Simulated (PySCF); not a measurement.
```xyz
3
charge 0 multiplicity 1, angstrom
Te    0.0000    0.0000   -0.2013
O     1.4586    0.0000    0.8184
O    -1.4586    0.0000    0.8184
```

These are results of PBE0/[Te def2-TZVP with ECP28, O def2-TZVP], scalar-relativistic core potentials, density fitting, no spin–orbit coupling, PySCF, not measurements.

This geometry of TeO₂ is a stationary point at this level.

Problem. What is the point group?

Solution. C2v.

Problem. Is it a minimum?

Solution. Yes: all harmonic wavenumbers are real.

Problem. Which band is strongest in the infrared?

Solution. 914 cm⁻¹ (b2), 95 km/mol.

Problem. Give the atomic charges and bond orders.

Solution. 
| atom | Mulliken | Löwdin | polar tensor | Mayer order to Te1 |
| --- | --- | --- | --- | --- |
| Te1 | 1.07 | 0.95 | 1.13 | – |
| O2,3 | -0.53 | -0.47 | -0.57 | 1.84 |
